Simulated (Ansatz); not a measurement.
CH5ClNOTa (`[CH3][Ta]([NH2])(=[O])[Cl]`), relaxed with RKS PBE-D4/def2-SVP in Ansatz from a rough embedded geometry. The force threshold is 0.03 eV/Å; the program also tests the step.

Total charge 0; spin multiplicity 1. Ta takes the def2 core potential.

Start:

```xyz
10

C    -0.185   -1.058    1.171
Ta    0.752    0.232   -0.361
N    -0.825    0.915   -1.718
O     2.054   -0.673   -1.333
Cl    1.827    2.202    0.761
H     0.052   -0.701    2.238
H     0.252   -2.101    1.127
H    -1.276   -1.110    1.084
H    -1.615    0.369   -1.542
H    -1.036    1.924   -1.428
```

**Question.** By how much does the energy fall, and how many steps does the optimiser take? (Estimate.)

**Answer.** Computed: 41.81 kcal/mol, in 18 steps.

**Question.** Which bonds change most? (An estimate is asked.)

**Answer.** Computed: Ta2–N3 from 2.189 to 1.973 Å; Ta2–Cl5 from 2.509 to 2.346 Å; Ta2–O4 from 1.860 to 1.733 Å; C1–Ta2 from 2.211 to 2.160 Å.

**Question.** Give the relaxed structure. (An estimate is asked.)

**Answer.** Computed: 
```xyz
10

C    -0.134   -0.987    1.210
Ta    0.706    0.246   -0.352
N    -0.844    1.010   -1.304
O     1.389   -0.911   -1.447
Cl    2.249    1.743    0.588
H    -0.703   -0.381    1.948
H     0.702   -1.494    1.743
H    -0.803   -1.778    0.811
H    -1.166    0.748   -2.242
H    -1.396    1.803   -0.955
```
